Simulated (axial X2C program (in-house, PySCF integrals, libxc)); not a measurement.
# SnO⁻: properties at the nuclei

Computed with an in-house all-electron X2C program for linear molecules (integrals from PySCF): two-component X2C with atomic mean-field Coulomb and Gaunt terms, Gaussian nuclei, basis Sn dyall-acv3z, O dyall-av3z with contracted cores.

R = 1.880 Å (near the PBE0 minimum at charge -1 of the determinant lowest at the starting distance; the state shown can have its own minimum elsewhere).

Determinant lowest in the PBE0 search, Ω = 1/2 (⟨Sz⟩ = -0.50, ⟨Lz⟩ = 1.00 at PBE0), spin on the atoms Sn -0.45, O -0.05:

| level | Eeff magnitude (GV/cm) | Ws magnitude Sn (kHz) | A∥/gI Sn (MHz) | qzz Sn (a.u.) | A∥/gI O (MHz) | qzz O (a.u.) |
| --- | --- | --- | --- | --- | --- | --- |
| PBE0 | 0.287 | 0.569 | 1510 | -4.50 | 190 | 0.21 |
| HF | 1.09 | 1.54 | 1690 | -5.98 | 106 | 0.34 |
| BHandHLYP | 0.023 | 0.255 | 1440 | -4.80 | 164 | 0.22 |
| LDA | 0.2 | 0.00901 | 1380 | -4.02 | 207 | 0.14 |
| PBE50 | 0.447 | 0.778 | 1610 | -4.93 | 175 | 0.28 |

Determinant 0.14 eV from it at PBE0 and this distance, Ω = 3/2 (⟨Sz⟩ = 0.50, ⟨Lz⟩ = 1.00 at PBE0), spin on the atoms Sn 0.48, O 0.02:

| level | Eeff magnitude (GV/cm) | Ws magnitude Sn (kHz) | A∥/gI Sn (MHz) | qzz Sn (a.u.) | A∥/gI O (MHz) | qzz O (a.u.) |
| --- | --- | --- | --- | --- | --- | --- |
| PBE0 | 0.907 | 0.409 | 39 | -4.88 | 50.4 | 0.18 |
| HF | 3.78 | 1.45 | -453 | -2.52 | 236 | -0.63 |
| BHandHLYP | 0.67 | 0.332 | 119 | -5.24 | 47.3 | 0.20 |
| LDA | 0.313 | 0.178 | 99 | -4.41 | 41.9 | 0.11 |
| PBE50 | 1.29 | 0.562 | 39.3 | -5.31 | 55.1 | 0.25 |

Eeff is the effective electric field on the electron electric dipole moment in this Ω state and Ws the scalar–pseudoscalar constant of the nucleus named (defined with the proton number Z and per Ω); A∥ (defined per Ω) follows by multiplying with gI = μI/(I μN); qzz is the electric field gradient, eQq0 = 234.96 MHz × Q/barn × qzz. The operators were transformed with the bare-nucleus X2C matrices; with these basis sets, hyperfine constants and field gradients can be off by tens of per cent, and where levels differ in sign neither size nor sign is settled.

Q: With gI(119Sn) = -2.0946, gI(17O) = -0.7575 (g factors from the IAEA table of nuclear moments by Stone), turn the PBE0 values of the first state into constants in MHz.

A: A∥(119Sn) = 1510 × -2.0946 = -3160 MHz; A∥(17O) = 190 × -0.7575 = -144 MHz.

Each state is one determinant with collinear spin. Unrestricted Hartree–Fock can overshoot spin polarisation at the nuclei. In the state Ω = 1/2 the sign of Eeff differs between levels (BHandHLYP, LDA against PBE0). For an anion, determinants above electron detachment, or with a positive highest level, are held by the basis set. Where Eeff spreads by more than a factor of two the levels disagree and none is to be relied on. At HF a later determinant lies lower. The search compared states at one distance, so a state with another bond length can lie lower. The sign of Ws at Sn differs between levels in the first state. Further determinants of the search, some of them spin-mixed, are not shown. Where a field gradient or hyperfine factor spreads by more than a factor of two over the levels, a constant derived from it is not to be relied on. PBE0 term energies can be off by some tenths of an eV.
